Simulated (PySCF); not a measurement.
# Bond curve of DyN

Set-up: Dy x2c-TZVPall, N x2c-TZVPall; spin-free X2C with a Gaussian nucleus (PySCF 2.14). Energies in eV from Dy (4f10 6s2) + N in their ground configurations at the same level. State: octet, about 9.2 electrons in the 4f shell (Mulliken), real f orbitals that mix terms.

All columns are M06-L. A positive dipole means Dy(−)N(+).

```csv
R (Å),E (eV),μ (D),Mulliken charge on Dy (basis-dependent),HOMO (eV),LUMO (eV),Mayer bond order,⟨S²⟩
1.544,-1.918,-2.25,0.42,-3.51,-4.28,2.89,15.76
1.615,-2.571,-2.88,0.47,-3.61,-4.25,2.87,15.76
1.687,-2.908,-3.42,0.51,-3.69,-4.19,2.82,15.76
1.741,-3.009,-3.77,0.54,-3.73,-4.13,2.76,15.76
1.795,-3.016,-4.07,0.55,-3.77,-4.07,2.68,15.76
1.849,-2.953,-4.34,0.57,-3.81,-4.01,2.58,15.76
1.921,-2.788,-4.65,0.58,-3.86,-3.96,2.44,15.77
2.010,-2.535,-4.82,0.54,-4.04,-4.39,2.34,15.78
2.118,-2.120,-5.21,0.55,-4.12,-4.49,2.21,15.78
2.262,-1.505,-5.58,0.56,-3.86,-4.14,2.05,15.80
```

Spin–orbit coupling is left out, which matters for elements this heavy, above all for dissociation energies. Counting both spins, an empty level lies below a filled one in this solution, because spin and occupation are held. The state is the lowest single determinant that the PBE0 search found; with open d or f shells the true ground state can be another one.
